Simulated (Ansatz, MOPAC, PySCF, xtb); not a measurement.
Complex: ammonia borane (SMILES [BH3-][NH3+]) (first 8 atoms) with C2H4 (SMILES C=C); geometry from B3LYP-D3(BJ)/def2-TZVP, rigid monomers moved along the line of their centres of mass till H8···C10 is 3.44 Å.
(charge 0, multiplicity 1):
```xyz
14

B     -0.92883     0.28963     0.29841
N      0.63216    -0.16702     0.57008
H     -1.04450     1.36596     0.83879
H     -1.60657    -0.57364     0.80756
H     -1.04869     0.34362    -0.90279
H      1.28372     0.50425     0.17446
H      0.82646    -1.07244     0.15281
H      0.81250    -0.23274     1.57232
C      0.33038     0.58697     4.88345
C     -0.06402    -0.68051     4.86889
H      1.16105     0.91827     5.49564
H     -0.17731     1.33837     4.28986
H     -0.90411    -0.99895     4.26266
H      0.42876    -1.43719     5.46820
```

Counterpoise-corrected where a basis set is named; no monomer relaxation. Rows marked so take none.

Cores are frozen in the correlated methods. Rows in 3-21G, 6-31G*, STO-3G carry no dispersion term and start afresh at each structure (6-31G* with six Cartesian d functions). The state reached by PM6 isn't checked.

Codes used: Ansatz (a first-principles code) with Gaussian orbitals; MOPAC for PM6 (differences of heats of formation); PySCF for 3-21G rows, 6-31G* rows, STO-3G rows, the dispersion terms; xtb for the GFN methods. Each number belongs to the level named beside it.

```json
[
 {"level": "GFN-FF", "interaction energy (kcal/mol)": "-0.74"},
 {"level": "PM6", "interaction energy (kcal/mol)": "-0.79"},
 {"level": "HF/STO-3G (no counterpoise)", "interaction energy (kcal/mol)": "-0.68"},
 {"level": "PBE-D3(BJ)/def2-TZVPPD", "interaction energy (kcal/mol)": "-2.41"},
 {"level": "PBE-D4/def2-TZVPPD", "interaction energy (kcal/mol)": "-2.37"},
 {"level": "B3LYP/3-21G (no counterpoise)", "interaction energy (kcal/mol)": "-2.07"},
 {"level": "B3LYP/6-31G*", "interaction energy (kcal/mol)": "…"},
 {"level": "PBE0-D3(BJ)/def2-TZVPPD", "interaction energy (kcal/mol)": "-2.38"},
 {"level": "MP2/aug-cc-pVDZ", "interaction energy (kcal/mol)": "-2.09"}
]
```

### Question
Fill in the missing entries.

### Answer

- B3LYP/6-31G*, interaction energy (kcal/mol): -1.42
